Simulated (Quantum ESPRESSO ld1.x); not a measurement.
Q: Te III, 50 electrons, occupied as [Kr] 4d10 5s1.75 5p2 6p0.25 (fractional occupations, a model configuration). Calculated with ld1.x of Quantum ESPRESSO 7.5: scalar-relativistic Kohn-Sham, LDA (Slater exchange, Perdew-Wang correlation), spin-polarised, spherical densities, point nucleus; open shells are filled with parallel spins first. Some entries of the table are withheld. Estimate them.

orbital,occ.,eigenvalue (eV),<1/r> (bohr^-1)
1s up,1,-31615.0,55.52
1s down,1,-31614.9,55.52
2s up,1,-4867.15,12.71
2s down,1,-4867.10,12.71
2p up,3,-4373.91,12.18
2p down,3,-4373.84,12.18
3s up,1,-985.118,4.538
3s down,1,-985.034,4.538
3p up,3,-824.768,4.319
3p down,3,-824.677,4.319
3d up,5,-581.595,4.086
3d down,5,-581.510,4.087
4s up,1,-185.212,1.826
4s down,1,-185.027,1.827
4p up,3,-135.402,1.667
4p down,3,-135.190,1.668
4d up,5,-62.8612,(1)
4d down,5,-62.4883,(2)
5s up,1,(3),(4)
5s down,0.75,(5),(6)
5p up,2,-24.4155,0.5589
5p down,0,-22.6539,0.5563
6p up,0.25,-8.8036,0.2420
6p down,0,-8.2692,0.2340

A: 
(1) 4d up <1/r> (bohr^-1): 1.371
(2) 4d down <1/r> (bohr^-1): 1.377
(3) 5s up eigenvalue (eV): -35.0507
(4) 5s up <1/r> (bohr^-1): 0.6643
(5) 5s down eigenvalue (eV): -33.3351
(6) 5s down <1/r> (bohr^-1): 0.6688
